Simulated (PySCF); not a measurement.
V²⁺: ionisation energy

V²⁺ [Ar] 3d3 (4F) → V³⁺ [Ar] 3d2 (3F), as a difference of total energies. All numbers are calculated (PySCF 2.14, no relativity, point nucleus, in dyall-av2z (16s12p7d2f, 101 functions)). Correlated levels: valence: [Ar] frozen; virtual orbitals above 40 to 60 times the deepest correlated orbital energy dropped. The calculations carry no spin-orbit coupling.

```tsv
method	ionisation energy (eV)	plus first-order spin-orbit estimate	difference from reference of that sum (eV)
UHF	28.358	28.350	-0.961
LDA	30.212	30.204	+0.893
PBE	29.963	29.955	+0.644
PBE0	29.799	29.791	+0.480
r2SCAN	29.933	29.925	+0.614
B2PLYP	29.373	29.365	+0.054
LC-wPBE	29.887	29.878	+0.567
PBEsol	29.960	29.951	+0.640
HSE06	29.781	29.772	+0.461
MP2 (valence)	28.689	28.680	-0.631
SCS-MP2 (valence)	28.468	28.460	-0.851
```

Reference: 29.311 eV (measured; NIST Atomic Spectra Database, ionization energies).

A first-order spin-orbit estimate (lowest level to lowest level, LS coupling) adds -0.008 eV.

These non-relativistic numbers lack the scalar-relativistic shift.

Errors of the correlated levels include the incompleteness of this basis and the frozen core.
